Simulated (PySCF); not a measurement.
Compound: C₅H₇NO.
InChI=1S/C5H7NO/c6-3-5-1-2-7-4-5/h5H,1-2,4H2/t5-/m1/s1

Computed with TDDFT CAM-B3LYP/def2-SVPD, vertical, gas phase, core orbitals frozen in the response (PySCF). Isolated species at its PBE0-D3(BJ)/def2-SVP geometry (one conformer only).

Q: What does the calculation give for the low-lying excited states?

A: 

```json
{"state": "S1", "E (eV)": "7.38", "λ (nm)": "167.9", "ν̃ (cm⁻¹)": "59550", "f": "0.0026", "main configurations (H = HOMO, L = LUMO)": "H→L (83%)"}
{"state": "S2", "E (eV)": "7.59", "λ (nm)": "163.4", "ν̃ (cm⁻¹)": "61190", "f": "0.0009", "main configurations (H = HOMO, L = LUMO)": "H-2→L+1 (18%), H-1→L (14%), H-1→L+4 (11%)"}
{"state": "S3", "E (eV)": "7.89", "λ (nm)": "157.1", "ν̃ (cm⁻¹)": "63670", "f": "0.0082", "main configurations (H = HOMO, L = LUMO)": "H-1→L+1 (17%), H-2→L+5 (14%), H-2→L+3 (10%)"}
{"state": "S4", "E (eV)": "7.90", "λ (nm)": "157.0", "ν̃ (cm⁻¹)": "63690", "f": "0.0063", "main configurations (H = HOMO, L = LUMO)": "H-2→L+1 (23%), H-1→L (13%), H-2→L+4 (10%)"}
{"state": "S5", "E (eV)": "8.16", "λ (nm)": "152.0", "ν̃ (cm⁻¹)": "65780", "f": "0.047", "main configurations (H = HOMO, L = LUMO)": "H→L+1 (54%), H→L+2 (26%)"}
{"state": "S6", "E (eV)": "8.32", "λ (nm)": "148.9", "ν̃ (cm⁻¹)": "67140", "f": "0.0067", "main configurations (H = HOMO, L = LUMO)": "H→L+2 (60%), H→L+1 (28%)"}
```

The lowest singlet comes at 168 nm (712 kJ/mol) in the vacuum ultraviolet; it is very weak; its leading configuration is HOMO→LUMO (83%). The strongest level in the table is S5 at 8.16 eV (152 nm, f = 0.047). S3/S4 lie within about 0.01 eV of each other. Löwdin shares by element: HOMO oxygen 59%, carbon 18% or more, hydrogen 6% or more (atoms not listed hold the other 17%); LUMO carbon 33% or more, hydrogen 11% or more (atoms not listed hold the other 56%). The oscillator strengths of these states sum to 0.072; summed over the whole spectrum of an exact calculation they would give the number of electrons, 52 (Thomas–Reiche–Kuhn). Orbital energies (eV): HOMO-3 -11.67, HOMO-2 -10.87, HOMO-1 -10.62, HOMO -9.60, LUMO 0.91, LUMO+1 1.53, LUMO+2 1.61. The listed states span 0.94 eV, and the widest gap between neighbours is 0.31 eV (S2 to S3). No computed singlet lies in the visible range (380 to 750 nm); the lowest, at 168 nm, stands 4.12 eV above its violet end (3.26 eV). Only the lowest 6 singlets were computed, as vertical energies without vibronic structure.

Time: 32 s of wall time; peak memory 0.98 GiB. Hardware: one thread, Arm Neoverse V2 (aarch64), shared host with 64 logical CPUs at a one-minute load of 21.
